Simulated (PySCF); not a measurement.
NMR data simulated for an unnamed compound:

¹H NMR (300 MHz, computed): δ 5.22 (m, 2H), 3.92 (s, 3H).

¹³C{¹H} NMR (computed): δ 175.7 (C), 133.9 (C), 53.8 (CH3).

Theoretical values (PySCF): coordinates at the GFN2-xTB level, shieldings: GIAO PBE0/pcSseg-1. One computed conformer, non-relativistic, averaged over atoms made equivalent by symmetry, fast rotation or ring inversion, isolated molecule.

Chemical shifts δ = σref − σ; ¹H (σref 31.72) and ¹³C (σref 186.93) against TMS, all at this level.

Task: Which of these does the molecule contain: a Si–H bond, a carboxylic acid, a non-aromatic C=C double bond, a nitrile, a CF3 group?

Result: 
- A Si–H bond: yes (δH 5.22 (m)).
- A carboxylic acid: no.
- A non-aromatic C=C double bond: yes.
- A nitrile: no.
- A CF3 group: no.

The data belong to `FC([SiH2]OC)=C(F)F`, C3H5F3OSi; they needn't prove each group on their own.

Carbon signals by region: 1 in the far downfield region (above 160 ppm), 1 in the sp2 and nitrile region (100–160 ppm), 1 at 50–100 ppm. Above 160 ppm: 175.7, fully substituted alkene carbon.

Splittings by ¹⁹F in the carbon and heteronuclear signals aren't shown, as no couplings were computed. Shifts are as computed. Against solution values, carbons near 30 ppm lie about +3 ppm off and those near 130 ppm about +5 ppm. Of 1309 compounds with measured shifts, 239 miss one by over three times the rms of a fit or turn the order of signals round; such compounds aren't used in these exercises. No couplings were computed; multiplicities are counted from neighbouring protons, with m where these are inequivalent, close in shift, in a saturated or five-membered ring or joined by F or P, and br s for small geminal =CH2 splittings.
